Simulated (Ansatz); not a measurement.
Species: SiH5 (charge -1, singlet). 
Geometry from a B3LYP-D3(BJ)/def2-TZVP (Ansatz, an electronic-structure program) optimisation:
```
Si
H 1 1.5303
H 1 1.5303 2 120.00
H 1 1.5303 2 120.00 3 180.00
H 1 1.6158 2 90.00 3 90.00
H 1 1.6158 2 90.00 5 -180.00
```
Charge -1, spin multiplicity 1.

Wanted: vertical triplet-singlet gap (E(triplet) - E(singlet); each state is the SCF solution reached for its spin; the molecule has degenerate orbitals, so one determinant may break the symmetry), in eV. Valence correlation only, unless marked. UHF or UKS for open shells. Spin-orbit coupling is left out. No relativistic terms. Anions need diffuse functions: aug- sets have them; def2-D sets add few. 

| level | program | vertical triplet-singlet gap (eV) |
|---|---|---|
| HF/def2-QZVPPD | Ansatz | 3.02 |
| PBE/def2-TZVPD | Ansatz | 2.86 |
| r2SCAN/def2-TZVPD | Ansatz | 3.00 |
| SCS-MP2/def2-TZVPPD | Ansatz | 3.72 |
| CCSD(T)/def2-SVPD | Ansatz | 3.57 |
| CCSD(T)/aug-cc-pV(T+d)Z | Ansatz | 2.76 |
